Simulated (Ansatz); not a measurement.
Saddle point of GaH₄SF, singlet (GaH₂F ([F][GaH2]) + H₂S → GaH₃S ([SH][GaH2]) + HF; bonds formed: F2–H5; dative contacts that become bonds: Ga1–S6; bonds broken: Ga1–F2, H5–S6), PBE0-D4/def2-TZVP structure:

Ga1  (-0.876, -0.343, -0.198)
F2  (0.718, -1.386, 0.248)
H3  (-1.328, -0.772, -1.620)
H4  (-1.652, -0.069, 1.121)
H5  (1.245, -0.273, 0.006)
S6  (0.980, 1.207, -0.415)
H7  (0.912, 1.636, 0.857)
(Å)

Energies are electronic, without zero-point energy. Barriers and step energies count from the start structure reached by relaxing down the imaginary mode; all methods use the PBE0-D4 structures, on which another method's saddle can fall below an end. Program: Ansatz 0.2.0. Basis: def2-TZVPP, with def2-QZVPP for the basis limit. Cores are frozen in the correlated methods. Filled d shells of the heavier atoms are correlated. The def2 sets are not built for correlating such inner shells, so the correlated values are less sure here. B3LYP uses VWN-RPA correlation. Extrapolation: Hartree–Fock as exp(−7.88 √X), correlation as X^−2.97.

```csv
method,barrier (kJ/mol),step energy (kJ/mol)
SPW92,-4.1,-6.1
PBE-D4,15.7,2.5
BLYP-D4,29.3,13.1
r2SCAN-D4,?,10.4
B97M-V,38.2,14.7
PBE0-D4,26.7,4.4
B3LYP-D4,36.6,13.7
r2SCAN0-D4,32.1,9.4
BHLYP-D4,?,17.4
CAM-B3LYP-D4,38.8,16.3
wB97X-V,40.0,15.4
wB97M-V,?,9.3
B2PLYP,38.1,13.9
PBE-QIDH,34.3,7.7
RPA on PBE,39.6,16.3
HF,82.7,28.8
MP2,34.3,8.8
CCSD,48.5,15.2
CCSD(T),40.1,12.1
```

(1) Fill in the withheld barriers. (To be estimated.)

No T1 diagnostic of these runs exceeds 0.014.

## Answers

(1) The calculation gives: wB97M-V 36.8; r2SCAN-D4 24.5; BHLYP-D4 50.2 kJ/mol. Each is the energy of the saddle less that of the start structure, by the same method.

For comparison, the barrier by CCSD(T) at an estimated basis limit (MP2 extrapolated from triple and quadruple zeta, plus CCSD(T) − MP2 in triple zeta) is 39.1 kJ/mol.

Exchanges of this kind with a chalcogen hydride build sulfide and selenide films.

Labels in which every atom is bracketed show which atoms are joined, not bond orders.

For scale, one of the runs: CCSD(T)/def2-TZVPP, 177 basis functions (an equivalent command: `ansatz run in.yaml --threads 2`). Hardware: 2 CPU threads, shared host. Wall time 2.7 min; peak host memory 1.6 GiB.
